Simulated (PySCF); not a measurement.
Delta-SCF ions had no search for a lower state. Excitations are Tamm–Dancoff values on a coarser integration grid. The basis has no diffuse functions, so Rydberg states are missing or too high.

Z-matrix (Å, degrees):
```
N
B 1 1.4418
N 2 1.4231 1 118.94
H 3 1.0112 2 118.37 1 180.00
B 3 1.4286 4 118.75 2 -179.99
N 5 1.4216 3 117.36 4 -180.00
H 6 1.0116 5 118.08 3 180.00
B 6 1.4353 7 119.42 5 -179.99
N 8 1.4353 6 122.71 7 0.00
H 9 1.0116 8 119.42 6 0.00
B 9 1.4216 10 118.08 8 180.00
N 11 1.4286 9 117.36 10 180.00
H 12 1.0112 11 118.75 9 -180.00
B 12 1.4231 13 118.37 11 179.99
H 2 1.2086 3 120.47 4 0.00
H 14 1.2086 12 120.47 13 0.00
H 11 1.2097 9 121.25 10 0.00
H 5 1.2097 6 121.25 7 0.00
```
Charge 0, spin multiplicity 1.

### Question
What HOMO, S1 excitation (TDA), LUMO, S1 oscillator strength and vertical ionisation energy (Delta-SCF) does PySCF 2.14.0 with CAM-B3LYP-D3(BJ)/def2-SVP // PBE0-D3(BJ)/def2-SVP give?

### Answer

```yaml
HOMO: -8.73 eV
S1 excitation (TDA): 6.73 eV
LUMO: 1.27 eV
S1 oscillator strength: 0.006
vertical ionisation energy (Delta-SCF): 9.42 eV
```
